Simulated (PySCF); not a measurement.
Species: C4H5O3S (charge -1).
Numbering: `[CH:1]#[C:2][CH2:3][CH2:4][S:5](=[O:6])(=[O:7])[O-:8]` (hydrogens: H9 on C1; H10, H11 on C3; H12, H13 on C4)

Cartesian coordinates in Å at the GFN2-xTB level; atoms count from 1:
```
atom  x, y, z in Å
C1    -2.8200   -0.6269    1.0983
C2    -1.7609   -0.6164    0.5372
C3    -0.4749   -0.5665   -0.1166
C4     0.3383    0.6609    0.2230
S5     1.8801    0.4176   -0.7538
O6     1.4176    0.3469   -2.1392
O7     2.7106    1.5842   -0.4649
O8     2.4291   -0.8408   -0.2503
H9    -3.7493   -0.6435    1.5854
H10   -0.5972   -0.5822   -1.2036
H11    0.1266   -1.4387    0.1562
H12   -0.1193    1.5869   -0.1105
H13    0.6148    0.7191    1.2710
```

Structure optimised with GFN2-xTB, isolated species.

Take the most abundant isotopes and a rigid rotor. The values belong to one conformer with, in the numbering `[CH:1]#[C:2][CH2:3][CH2:4][S:5](=[O:6])(=[O:7])[O-:8]`, C2–C3–C4–S5 180°.

(1) Give the principal moments of inertia and the rotational constants in GHz.

(2) Classify the top.

(3) What does the inertial defect say?

(4) Give the other two planar moments, Paa and Pbb, and the rms extents of the mass along the axes.

Results:

(1) Ia = 107.78, Ib = 554.40, Ic = 559.83 u·Å²; 505379 MHz·u·Å²/I gives 4689, 911.6 and 902.7 MHz, that is A = 4.6889, B = 0.9116, C = 0.9027 GHz.

(2) A near-prolate asymmetric top: κ = (2 × 911.6 − 4689 − 902.7)/(4689 − 902.7) = -1.00.

(3) Not planar: Δ = Ic − Ia − Ib = -102.36 u·Å². For a rigid frame Δ = −2 Σ m c², so Σ m c² = 51.18 u·Å² lies off the ab plane: 3.18 from hydrogen and 48.00 from heavier atoms. The atom farthest from that plane is 1.23 Å away.

(4) Paa = Σ m a² = (Ib + Ic − Ia)/2 = 503.22 and Pbb = Σ m b² = (Ia + Ic − Ib)/2 = 56.60 u·Å². With the mass M = 133.00 u, the rms extents √(P/M) along a, b and c are 1.95, 0.65, 0.62 Å.

GFN2-xTB frequencies: not computed here. No vibrational averaging or centrifugal distortion is included, and the geometry carries the error of its method.
